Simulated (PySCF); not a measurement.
## Polarisability and C₆ of S²⁺ (sulfur, charge +2)

[Ne] 3s1 3p3, high-spin 5S determinant (an excited configuration). Calculation: PySCF 2.14, in aug-cc-pV(T+d)Z (6s5p4d2f, 55 functions); the non-relativistic Hamiltonian (point nucleus). Coupled (time-dependent) response in atomic units; α is the mean over directions.

```tsv
method	mean α (bohr³)	C₆ (like pair)	S(−4)
UHF	6.381	21.78	13.33
PBE	6.474	22.18	13.88
PBE0	6.418	21.92	13.59
M06-L	6.271	21.67	12.39
wB97X-V	6.468	22.19	13.79
```

S(−4) is the Cauchy moment in α(ω) = α(0) + S(−4) ω² + …

α(iu) at UHF:

```
u (hartree)  α(iu) (bohr³)
          0          6.381
     0.0500          6.348
      0.100          6.250
      0.200          5.890
      0.300          5.377
      0.500          4.217
      0.750          2.991
       1.00          2.148
       1.50          1.223
       2.00         0.7869
       3.00         0.4164
       5.00         0.1912
```

A single London oscillator, α(iu) = α/(1 + u²/ω²), gives C₆ = (3/4) ω α². Matching the computed C₆ needs ω = 4 × 21.78 / (3 × 6.381²) = 0.713 hartree.

For an ion, C₆ is the dispersion term alone; charge-induced terms of lower order in 1/R come first.
